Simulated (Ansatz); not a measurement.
Isolated molecules relaxed with PBE0-D4/def2-TZVP in Ansatz; ΔE leaves out vibrations. CCSD(T)/CBS is the MP2 limit (def2-TZVPP, def2-QZVPP) plus CCSD(T) − MP2 in def2-TZVPP, frozen cores. Functionals use def2-TZVPP. B3LYP here is the variant with VWN-RPA as its local correlation; programs differ in this. Elements past krypton have def2 core potentials. For Sn outer-core shells are correlated without core-valence functions, which leaves a few kJ/mol of doubt a bond. One conformer a species, not always the lowest.

Consider the ligand exchange at the Sn–O bond: `[OH][Sn][O][SiH3]` + dimethylamine → `C[N](C)[Sn][OH]` + silanol.

| level | ΔE (kJ/mol) |
| --- | --- |
| r2SCAN-D4 | 50.8 |
| PBE0-D4 | 50.2 |
| B2PLYP | 54.3 |
| PBE-QIDH | 51.3 |
| B3LYP | 57.9 |
| RPA@PBE/def2-TZVPP | 48.0 |
| HF/def2-QZVPP | 75.1 |
| SCS-MP2/def2-QZVPP | 52.7 |

What does CCSD(T)/CBS give? (An estimate is asked.)

Computed: +50.7 kJ/mol. The listed levels differ from it by 0.1, -0.5, 3.6, 0.6, 7.2, -2.7, 24.4, 2.0 kJ/mol.

Largest T1 diagnostic among the species: 0.017.

In def2-TZVPP, CCSD(T) changes the Hartree–Fock value by −24.9 kJ/mol (the triples alone add −4.4 kJ/mol) and MP2 by −28.6 kJ/mol. Leaving LDA and LC-ωPBE aside and taking each functional with its dispersion term where it has one, the values, not all of them listed here, spread over 15.2 kJ/mol, from revPBE-D4 to BHLYP-D4. LDA lies −10.7 kJ/mol from PBE without D4. The D4 term adds −4.7 kJ/mol with B3LYP and −2.5 kJ/mol with PBE0; it sums over pairs of atoms, weighted by their polarisabilities, and B3LYP, whose exchange is more repulsive, gets the larger term.
